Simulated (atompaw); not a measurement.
## What one change does to a pseudopotential (tungsten (W), PAW (atompaw))

atompaw 4.2.0.5 input, output lines left out:

```
W 74
GGA-PBE scalarrelativistic loggrid 2001 logderivrange -3 5 201
6 6 5 4 0 0
6 0 0
6 1 0
5 2 4
0 0 0
c
c
c
c
c
v
c
c
c
c
v
c
c
v
c
2
3.00 2.75 2.45 2.40
y
0.05
n
y
-0.3
n
y
2.6
n
custom polynom2 7 10 vanderbiltortho sinc
3 1 troulliermartins
3.00
3.00
2.85
3.00
3.00
3.00
```

Change: local potential ultrasoft scheme with l = 3 at 1 Ry, radius 2.45 bohr.

Cutoffs: the cutoffs (Ry, on a coarse ladder) from which the occupation-weighted sum of valence levels, in a spherical-Bessel basis at the reference potential, stays within 10 and 1 mRy of its value at 400 Ry; they do not see the model core or the augmentation charge, which bear on the density cutoff.

What does the change do?

The potential gets neither clearly harder nor softer (18 Ry and 35 Ry → 18 Ry and 35 Ry); the bound ghost in p, s disappears; the range in which the s phases agree widens (upper end -0.7 → 2.6). A state that the projectors do not describe sees the local part alone, so a deeper or shallower local part can create or remove a ghost.

| quantity | base | changed |
| --- | --- | --- |
| cutoff, loose | 18 Ry | 18 Ry |
| cutoff, tight | 35 Ry | 35 Ry |
| bound ghosts | p, s | none |
| s: phases at 3.01 bohr within 0.05 rad from the reference energy up to (Ry; the scan ends near 5) | -0.7 | 2.6 |
| p: phases at 3.01 bohr within 0.05 rad from the reference energy up to (Ry; the scan ends near 5) | 3.4 | 3.1 |
| d: phases at 3.01 bohr within 0.05 rad from the reference energy up to (Ry; the scan ends near 5) | -0.7 | -0.8 |
| lowest overlap eigenvalue by channel | s 0.78, p 0.54, d 0.98 | s 0.79, p 0.56, d 0.98 |

 A true bound ghost makes a file unfit for plane-wave use even where its test errors are small: the radial tests pick states by their node count and pass the ghost by. The cutoffs see the waves, projectors and local potential, not the compensation charge or the core.
